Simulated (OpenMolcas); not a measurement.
# Ru3+: ligand-field states by method

Ru3+ with its 6 nearest fluoride ions at 1.972 Å, on the Ga site of K2NaGaF6 (a = 8.246 Å, distance in the model lattice 1.938 Å). The rest of the host is ab initio model potentials to 7.6 Å, with orthogonalisation functions on the cations behind the ligands, and point charges beyond; the distance is set by hand and nothing relaxes. Ligand basis ANO-RCC-VDZP.

- Program: OpenMolcas 26.06
- Basis: ANO-RCC-VDZP [6s5p3d1f]
- Scalar Hamiltonian: DKH2, point nucleus
- Active space: 5 electrons in 5 orbitals (4d)
- State averaging: 2S+1 = 6 even, 1 root; 2S+1 = 4 even, 24 roots; 2S+1 = 2 even, 75 roots
- Spin-orbit coupling: RASSI with atomic mean-field integrals over the reference wave functions

I. CASSCF
II. SS-CASPT2, IPEA 0.25 Eh, imaginary shift 0.1 Eh (closed shells correlated: 4s 4p and the ligand valence shells)

Spin-free states (labels of O, the rotations of Oh) in cm-1, each column counted from its own energy of the first state listed:

```json
{"State": "2T2", "Degeneracy": "3", "I": "0", "II": "0"}
{"State": "6A1", "Degeneracy": "1", "I": "9696", "II": "19740"}
{"State": "4T1", "Degeneracy": "3", "I": "10641", "II": "14530"}
{"State": "4T2", "Degeneracy": "3", "I": "16573", "II": "19250"}
{"State": "2T1", "Degeneracy": "3", "I": "21635", "II": "22940"}
{"State": "2A2", "Degeneracy": "1", "I": "21756", "II": "22180"}
{"State": "2T2", "Degeneracy": "3", "I": "24018", "II": "24920"}
{"State": "2E", "Degeneracy": "2", "I": "25795", "II": "25780"}
{"State": "2T1", "Degeneracy": "3", "I": "31180", "II": "30370"}
{"State": "4A1", "Degeneracy": "1", "I": "32963", "II": "38120"}
{"State": "2T2", "Degeneracy": "3", "I": "33282", "II": "31970"}
{"State": "4E", "Degeneracy": "2", "I": "33656", "II": "38410"}
{"State": "2A1", "Degeneracy": "1", "I": "35921", "II": "33810"}
{"State": "4T2", "Degeneracy": "3", "I": "36233", "II": "40210"}
{"State": "4E", "Degeneracy": "2", "I": "39010", "II": "42120"}
{"State": "2E", "Degeneracy": "2", "I": "40083", "II": "39390"}
{"State": "2A1", "Degeneracy": "1", "I": "44054", "II": "46490"}
{"State": "2T2", "Degeneracy": "3", "I": "45774", "II": "47760"}
{"State": "4T1", "Degeneracy": "3", "I": "46779", "II": "49260"}
{"State": "2E", "Degeneracy": "2", "I": "48886", "II": "49800"}
```

From I to II, I's first state of the same spin (2T1) moves from 21635 to 22940 cm-1, by about +1300 cm-1. In II another state of that kind comes below it.

From I to II, I's first state of another spin (6A1) moves from 9696 to 19740 cm-1, by about +10000 cm-1. In II another state of that kind comes below it.

I: A least-squares ligand-field fit to the states below 45000 cm-1, each weighted by its degeneracy and with a free common offset, gives 10Dq = 25493 cm-1, B = 784 cm-1 and C = 3136 cm-1 (C/B = 4.00), with an rms deviation of 246 cm-1. The same method and metal basis give the free ion B = 902 cm-1 (fit to its terms below 60000 cm-1, rms deviation 29 cm-1), so the nephelauxetic ratio is β = 784 / 902 = 0.87; it hangs on how both fits weigh the states, and computed free-ion B values tend to be too large, so β mixes covalency with correlation.

II: A least-squares ligand-field fit to the states below 45000 cm-1, each weighted by its degeneracy and with a free common offset, gives 10Dq = 25980 cm-1, B = 599 cm-1 and C = 2424 cm-1 (C/B = 4.05), with an rms deviation of 262 cm-1. The same method and metal basis give the free ion B = 763 cm-1 (fit to its terms below 60000 cm-1, rms deviation 718 cm-1), so the nephelauxetic ratio is β = 599 / 763 = 0.79; it hangs on how both fits weigh the states, and computed free-ion B values tend to be too large, so β mixes covalency with correlation.

From I to II, 10Dq changes by +2 %, B by -24 % and C by -23 %.

χT at 300 K: I 0.62, II 0.62 cm3 K/mol.

Roots that are degenerate in the reference are averaged as groups; the widest CASPT2 spread within a group is 170 cm-1 (the 3-fold group of multiplicity 2 near 76400 cm-1 above the lowest state of its run, II). Shifts and gaps below about the spread of the groups concerned are not significant. Over all roots computed the reference weight is 0.72 to 0.73 in II; a low but even weight reflects the number of correlated electrons. An orbital triplet at a regular site is open to Jahn-Teller coupling, which can distort the site and quench the lowest spin-orbit gaps and is left out. The least metal-like active orbital is 80 % on the metal (Löwdin) and no ligand orbital is active, so the numbers are rough. Ligand-to-metal charge-transfer states are missing. With no ligand orbital active B as a rule stays too high, so bands that hang on it stand too high and its fall with covalency is understated. Without dynamic correlation the repulsion within the d shell is too large (B by tens of per cent), so at a given field states of lower spin stand too high (holds for I). This shell can be high or low spin here, a state of another spin lies low, and with metal d orbitals alone active their balance is uncertain, so the ground spin may be wrong, although the usual error favours high spin (holds for I). With metal d orbitals alone the field can be off either way by tens of per cent (holds for I). With one d shell and no ligand orbital active, 10Dq can be off by a tenth or more (holds for II). No measured value stands beside these numbers; the geometry was set by hand and not optimised.
